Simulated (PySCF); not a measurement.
## Removal energies of Si⁴⁺ from EOM-IP-GCCSD

Reference: closed-shell Si⁴⁺, [Ne]; one electron is removed. Calculated with PySCF 2.14, two-component X2C-1e with screened spin-orbit coupling, an even-tempered Gaussian basis (19 s from 0.052 bohr⁻², ratio 2.6; 13 p from 0.068 bohr⁻², ratio 2.6; 7 d from 0.069 bohr⁻², ratio 2.8; 3 f from 6.5 bohr⁻², ratio 2.8); frozen 1s2; the 50 highest virtual spinors dropped; of the others 44 kept and the rest restored at second order. No Breit or QED terms. Binding energies in eV.

| level | Koopmans | second order | EOM-CCSD |
| --- | --- | --- | --- |
| 2s1/2 | 220.50 | 216.49 | 216.83 |
| 2p1/2 | 169.01 | 166.56 | 167.03 |
| 2p3/2 | 168.31 | 165.89 | 166.36 |

For comparison, the ionisation energy of Si⁴⁺ is 166.77 eV (measured; NIST Atomic Spectra Database, ionization energies).

The screened spin-orbit operator tends to give fine-structure splittings of light species too large.
